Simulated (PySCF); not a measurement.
## Ga (gallium, neutral): B3LYP calculation

Configuration: [Ar] 3d10 4s2 5s1, 2S determinant (an excited configuration). All numbers are calculated (PySCF 2.14, scalar relativity through the core potential, in aug-cc-pVQZ-PP with one added diffuse shell each of s, p, d, f, g type with ECP10MDF (8s7p6d4f3g, 114 functions)).

```json
{
  "Total energy": "-259.3968 hartree",
  "One-electron energy": "-459.8048 hartree",
  "Hartree (Coulomb) energy": "223.1358 hartree",
  "Exchange-correlation energy": "-22.7277 hartree",
  "⟨S²⟩": "0.7500",
  "⟨L²⟩": "0.000",
  "Sum of ⟨r⟩": "25.15 bohr",
  "Sum of ⟨r²⟩": "82.64 bohr²"
}
```

```
shell  electrons  mean orbital energy (hartree)  rms radius, mean of both spins (bohr)
 3s α          1                       -5.80191                                  0.703
 3s β          1                       -5.80140                                  0.703
 3p α          3                       -3.96722                                  0.741
 3p β          3                       -3.96685                                  0.741
 3d α          5                       -0.96402                                  0.908
 3d β          5                       -0.96350                                  0.908
 4s α          1                       -0.47812                                   2.42
 4s β          1                       -0.47593                                   2.42
 5s α          1                       -0.07394                                   7.64
```

Energies and moments cover only the electrons outside the core potential. The outer electron is Rydberg-like, and this basis confines it to a smaller radius and binds it less than a complete one would.
